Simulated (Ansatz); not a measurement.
An input meant for In(PH3)F3 (InPH₃F₃) (charge 0, singlet; with a point charge).

```yaml
crystal:
  periodic: [true, true, true]
  atoms:
    - {symbol: F, position_ang: [1.933813, -0.014350, -1.793492]}
    - {symbol: F, position_ang: [-0.954351, 1.702311, -1.776341]}
    - {symbol: F, position_ang: [-0.997905, -1.654642, -1.790819]}
    - {symbol: In, position_ang: [-0.004299, 0.010115, -1.515437]}
    - {symbol: P, position_ang: [0.004742, -0.006889, 1.220907]}
    - {symbol: H, position_ang: [0.707966, 1.023081, 1.892029]}
    - {symbol: H, position_ang: [0.551583, -1.137706, 1.875058]}
    - {symbol: H, position_ang: [-1.241568, 0.078070, 1.888095]}
basis:
  gaussian: {orbitals: def2-mTZVPP, point_charges: [{charge: -1.00, position_ang: [5.276, -0.074, 0.967]}]}
hamiltonian: {xc: {name: PBEsol}}
scf: {lower_state_search: full}
output: {forces: true}
```

```sh
$ ansatz run in.yaml --threads 2 --pin off --events-out ev --progress --plain --max-ram 4352MiB
```

(1) Predict how Ansatz answers.

## Answers

(1) The input was rejected before any iteration. The species is marked periodic without a cell.
```
Error: YAML parse error: error: line 2 column 3: crystal: missing field `lattice` (a structure is typed as `lattice` and `atoms`, a molecule's as `atoms` in Å alone, or read from a run's directory, `checkpoint`)
 --> <input>:2:3
1 | crystal:
2 |   periodic: [true, true, true]
3 |   atoms:
4 |     - {symbol: F, position_ang: [1.933813, -0.014350, -1.793492]}
```
